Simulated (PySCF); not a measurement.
# B3LYP on Sc²⁺ (scandium, charge +2)

Configuration: [Ar] 3d1, 2D determinant. Computed with PySCF 2.14 in def2-TZVP, with the non-relativistic Hamiltonian (point nucleus).

| Property | Result |
| --- | --- |
| Total energy | -759.910 hartree |
| One-electron energy | -1028.692 hartree |
| Hartree (Coulomb) energy | 307.408 hartree |
| Exchange-correlation energy | -38.626 hartree |
| Kinetic energy | 758.73065 hartree |
| ⟨S²⟩ | 0.7504 |
| ⟨L²⟩ | 6.004 |
| Sum of ⟨r⟩ | 13.40 bohr |
| Sum of ⟨r²⟩ | 16.34 bohr² |
| Traceless quadrupole moment −½Σ⟨3z² − r²⟩ along its main axis | 0.838 e·bohr² |
| Density at the nucleus (Gaussians lack the cusp) | 6010 bohr⁻³ |
| Spin density at the nucleus | -0.0501 bohr⁻³ |
| Langevin diamagnetic susceptibility | -12.9 ×10⁻⁶ cm³/mol |
| Time after the integrals | 0.38 s of wall time on 1 thread of Intel(R) Xeon(R) 6975P-C (shared host) |

```csv
shell,electrons,mean orbital energy (hartree),spread (hartree),"rms radius, mean of both spins (bohr)"
1s α,1,-162.30858,0,0.0852
1s β,1,-162.30855,0,0.0852
2s α,1,-18.20849,0,0.375
2s β,1,-18.19928,0,0.375
2p α,3,-15.13195,0.01076,0.342
2p β,3,-15.12399,0.01973,0.342
3s α,1,-2.69714,0,1.16
3s β,1,-2.66296,0,1.16
3p α,3,-1.88981,0.00660,1.26
3p β,3,-1.85263,0.05000,1.26
3d α,1,-0.74147,0,1.75
```
